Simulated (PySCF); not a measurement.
Ti(Br)(OH)3 (BrH3O3Ti), SMILES [OH][Ti]([OH])([OH])[Br], multiplicity 1. Geometry: B3LYP-D3(BJ)/def2-SVP. The spin state was assumed, not searched. The structure was generated by enumeration; whether it is a known compound was not checked. The values are those of a single conformer.

Computed equilibrium geometry at B3LYP-D3(BJ)/def2-SVP (PySCF confirms it by a frequency run) as a Z-matrix, and its point group (one conformer of several):
point group C3.
```
Ti
O 1 1.7753
H 2 0.9656 1 132.45
O 1 1.7753 2 109.77 3 -137.23
H 4 0.9656 1 132.45 2 -16.50
O 1 1.7753 2 109.77 3 -16.50
H 6 0.9656 1 132.45 2 -137.23
Br 1 2.3985 2 109.18 3 103.14
```
